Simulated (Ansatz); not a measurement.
The same path of F3H3OW (8 atoms, charge 0, multiplicity 1) was run twice with different band settings. Lost on the way: W1–F3. Made: H2–F3.

The calculation used RKS PBE-D4/def2-SVP (Ansatz 0.2.0).

Relaxed end points:

```xyz
8
Properties=species:S:1:pos:R:3
W 0.299 -0.001 0.054
H -0.160 0.254 1.668
F 1.985 0.220 0.934
F 0.334 1.837 -0.230
H -1.373 0.069 0.337
O 0.329 -1.825 0.266
H 0.331 -2.791 0.366
F -0.425 -0.130 -1.714
```

```xyz
8
Properties=species:S:1:pos:R:3
W -0.245 -0.049 -0.108
H 1.430 0.258 1.291
F 2.280 0.177 0.803
F -0.777 1.695 0.252
H -1.918 -0.325 -0.103
O -0.049 -1.823 0.316
H -0.150 -2.605 0.883
F 0.751 0.305 -1.652
```

Common settings: movable images 7; climbing image yes; spring 5.0 eV/Å²; start path through a guess of the saddle point; force threshold 0.05 eV/Å; iteration limit 60; end points relaxed.

| run | optimiser | largest step |
| --- | --- | --- |
| 1 | quadratic models (default) | default |
| 2 | lbfgs | 0.02 Å |

What does each run give, and how far can it be trusted?

Run 1: converged after 40 iterations, highest image 1.960 eV above the first end. The profile has 4 maxima (images 1, 3, 5, 7) with wells between them (images 2, 4, 6): this band takes more than one step, which may be the mechanism or a detour left from its start path. Neighbouring images differ by up to 1.6 eV, so the band resolves the path poorly. A vibrational analysis at the climbing image gives one clearly imaginary mode, 432i cm⁻¹: a first-order saddle point.
Run 2: not converged after 60 iterations, highest image 2.130 eV above the first end. The band didn't meet its force threshold, so its energies are provisional: the largest band force was still 0.51 eV/Å, and over the last iterations the top stayed at 2.13 eV.
The orbitals stay closed-shell, which can raise the energy where a bond breaks towards radicals; this wasn't checked here.
